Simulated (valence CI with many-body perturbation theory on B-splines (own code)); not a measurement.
Values are calculated unless marked as measured or tabulated.
# Energy levels of Gd XLII

Method: configuration interaction combined with many-body perturbation theory (CI+MBPT): five valence electrons over a frozen Dirac-Fock core [Ar], radial functions for each j: 7 s, 7 p, 8 d, 6 f, 4 g, 1 h, with the one-electron correlation potential Σ1, the two-electron term Σ2, the three-electron term Σ3, Breit, model QED; selected CI, second order for the rest, scaled by the run's own slope (own B-spline code, finite nucleus).

The last digits are not significant, and no measured levels were compared; by estimate large intervals hold to a few tenths of a per cent, small ones and those within an open d or f shell to about a per cent. Among the levels kept, up to 550 cm⁻¹ of a level comes from second order outside the variational space, and about a tenth of that is noise between levels of different J, which matters for small intervals. Only levels of the ground parity were solved; by the run's estimate the other parity begins above the list, which can be wrong where configurations are misplaced.

Levels 1 to 31 of 31, with energies above the lowest level, (3d3/2^4 3d5/2) J=5/2. "Leading %" is the weight of the configuration and term that name the level; weights of strongly mixed levels are sums over their largest components and can fall short, so below about 35 % the name and the second component can differ from the true leading terms, or belong to a minority configuration. In the jj column 3d3/2^4 stands for four electrons in 3d with j = 3/2.

```csv
No.,Configuration,Term,J,E (cm⁻¹),Leading %,Second component,g,Leading jj
1,3d5,4P,5/2,0,29,21 % 3d5 2D,1.396,3d3/2^4 3d5/2 (90 %)
2,3d5,6S,5/2,204430,39,23 % 3d5 2F,1.321,3d3/2^3 3d5/2^2 (83 %)
3,3d5,4G,7/2,286430,37,24 % 3d5 2F,1.152,3d3/2^3 3d5/2^2 (98 %)
4,3d5,4D,3/2,295570,40,32 % 3d5 4P,1.206,3d3/2^3 3d5/2^2 (97 %)
5,3d5,2H,11/2,297320,40,39 % 3d5 4G,1.119,3d3/2^3 3d5/2^2 (97 %)
6,3d5,4G,9/2,328550,36,25 % 3d5 2G,1.140,3d3/2^3 3d5/2^2 (94 %)
7,3d5,4D,5/2,346920,34,24 % 3d5 2D,1.143,3d3/2^3 3d5/2^2 (88 %)
8,3d5,4P,1/2,361030,50,24 % 3d5 2S,1.848,3d3/2^3 3d5/2^2 (84 %)
9,3d5,2F,7/2,383290,38,29 % 3d5 2G,1.093,3d3/2^3 3d5/2^2 (95 %)
10,3d5,2D,3/2,472200,56,22 % 3d5 4F,0.793,3d3/2^3 3d5/2^2 (78 %)
11,3d5,2D,5/2,487560,31,25 % 3d5 6S,1.255,3d3/2^2 3d5/2^3 (82 %)
12,3d5,4D,7/2,537700,52,39 % 3d5 4G,1.212,3d3/2^2 3d5/2^3 (98 %)
13,3d5,2I,11/2,543820,52,46 % 3d5 4G,1.079,3d3/2^2 3d5/2^3 (98 %)
14,3d5,4G,9/2,557790,56,38 % 3d5 2G,1.142,3d3/2^2 3d5/2^3 (94 %)
15,3d5,2I,13/2,578790,100,,1.069,3d3/2^2 3d5/2^3 (100 %)
16,3d5,4D,1/2,579740,76,13 % 3d5 2S,0.527,3d3/2^2 3d5/2^3 (96 %)
17,3d5,4P,3/2,589310,52,33 % 3d5 4F,1.180,3d3/2^2 3d5/2^3 (95 %)
18,3d5,2F,5/2,601110,42,28 % 3d5 4D,1.019,3d3/2^2 3d5/2^3 (94 %)
19,3d5,2H,9/2,636760,53,47 % 3d5 4F,1.100,3d3/2^2 3d5/2^3 (100 %)
20,3d5,2G,7/2,653160,61,35 % 3d5 2F,0.984,3d3/2^2 3d5/2^3 (99 %)
21,3d5,4F,5/2,664480,61,25 % 3d5 2D,1.041,3d3/2^2 3d5/2^3 (96 %)
22,3d5,2D,3/2,677920,88,6 % 3d5 4D,0.828,3d3/2^2 3d5/2^3 (77 %)
23,3d5,2G,7/2,707500,43,39 % 3d5 2F,1.041,3d3/2^2 3d5/2^3 (91 %)
24,3d5,4P,1/2,709370,34,34 % 3d5 2S,1.804,3d3/2^2 3d5/2^3 (73 %)
25,3d5,2G,9/2,763610,73,13 % 3d5 2H,1.105,3d3/2^2 3d5/2^3 (92 %)
26,3d5,4P,5/2,812970,34,23 % 3d5 2F,1.243,3d3/2 3d5/2^4 (89 %)
27,3d5,2P,3/2,870430,68,30 % 3d5 2D,1.165,3d3/2^2 3d5/2^3 (92 %)
28,3d5,4F,7/2,873170,31,28 % 3d5 2F,1.186,3d3/2 3d5/2^4 (98 %)
29,3d5,2D,5/2,880190,68,21 % 3d5 2F,1.134,3d3/2^2 3d5/2^3 (74 %)
30,3d5,2H,11/2,886160,58,27 % 3d5 2I,1.065,3d3/2 3d5/2^4 (99 %)
31,3d5,2D,3/2,898810,29,27 % 3d5 4D,0.960,3d3/2 3d5/2^4 (91 %)
```

The ionisation energy to 3d4 3P_0 of the next ion comes out as 3159.9 eV (NIST: 3160 ± 4 eV (theoretical)). All 31 levels together are meant to be complete up to 934790 cm⁻¹.
